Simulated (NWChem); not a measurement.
Molecule: CH$_{3}$FZn; SMILES [F][Zn][CH3]

```xyz
6

Zn     0.0000     0.0000     0.0286
F      0.0000     0.0000     1.7756
C      0.0000     0.0000    -1.8928
H     -0.5356    -0.8791    -2.2827
H      1.0292    -0.0243    -2.2827
H     -0.4935     0.9034    -2.2827
```
Atoms are numbered in this order, from 1.

Level: PBE0/def2-SVP (NWChem), optimised geometry, unscaled harmonic frequencies. 

| frequency (cm⁻¹) | IR intensity (km/mol) |
|---|---|
| 139 | 15.0 |
| 139 | 15.0 |
| 544 | 1.0 |
| 710 | 48.9 |
| 710 | 48.9 |
| 717 | 71.1 |
| 1205 | 2.4 |
| 1429 | 2.1 |
| 1429 | 2.1 |
| 3064 | 4.9 |
| 3173 | 2.1 |
| 3173 | 2.1 |

The zero-point energy is 23.5 kcal/mol and the thermal correction to the enthalpy at 298.15 K (with zero-point energy) is 27.0 kcal/mol. The heat capacity Cv comes out as 13.7 cal/(mol K) and the entropy at 298.15 K and 1 atm (symmetry number 3) comes out as 66.8 cal/(mol K). The dipole moment is 2.50 D.

Rigid rotor and harmonic oscillator.
